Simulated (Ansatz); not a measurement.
Born–Oppenheimer molecular dynamics of a periodic cell of 17 atoms, Si16B (host Si, host structure diamond, interstitial B). It starts from a partly relaxed structure (largest force component 0.06 eV/Å).

The calculation used Ansatz 0.2.0, DFT PBE, scalar-relativistic, plane waves, PAW. Settings: PAW set soft_1, cutoff 420 eV, k mesh 2x2x2, fermi-dirac smearing 0.02 eV, spin collinear.

```
ensemble        : NVT, Langevin thermostat
time step       : 1 fs
steps asked     : 60
set temperature : 1200 K
friction        : 0.5 /fs
seed            : 90364
```

First frame:

```xyz
17
Lattice="0.0000 5.4300 5.4300 5.4300 0.0000 5.4300 5.4300 5.4300 0.0000" Properties=species:S:1:pos:R:3
Si 0.018 0.019 -0.020
Si 1.347 1.350 1.364
Si 2.687 2.685 0.006
Si 4.097 4.096 1.336
Si 2.720 0.009 2.703
Si 4.059 1.344 4.081
Si 5.422 2.681 2.753
Si 6.821 4.081 4.046
Si 0.006 2.721 2.705
Si 1.343 4.062 4.079
Si 2.684 5.423 2.752
Si 4.079 6.818 4.047
Si 2.724 2.726 5.413
Si 4.046 4.047 6.810
Si 5.402 5.402 5.458
Si 6.822 6.820 6.773
B 7.486 7.502 8.755
```

(1) What does the run give?

(2) What happens to the structure?

(3) How do temperature and energy run in time?

Results:

(1) All steps were run.

| Property | Result |
| --- | --- |
| steps done | 60 |
| time covered | 60 fs |
| mean temperature over the second half | 1234 K |
| spread of the potential energy over the second half | 6.3 meV per atom |
| mean potential energy of the second half above the start | 71.7 meV per atom |

A run of 0.06 ps of so small a system gives no equilibrium averages. The friction is so strong that the motion is overdamped, so the time scale means little. Limits of this set-up: coarse k mesh.

(2) Mean squared displacements from the first frame to the last, about the centre of mass: Si 0.02 Å², B 0.09 Å². Another seed would give other details.

(3) 
```
time (fs)  T (K)  potential energy less start (eV)
      0.0   1129                             0.000
      5.0   1406                             0.147
     10.0   1289                             0.354
     15.0   1223                             0.554
     20.0   1054                             0.851
     25.0   1115                             1.024
     30.0   1115                             1.067
     35.0   1127                             1.163
     40.0   1368                             1.292
     45.0   1775                             1.072
     50.0    899                             1.265
     55.0    877                             1.355
     60.0   1351                             1.234
```

Time of the run: 21 min on 1 thread of Arm Neoverse V1 (shared host), peak memory 0.66 GiB.
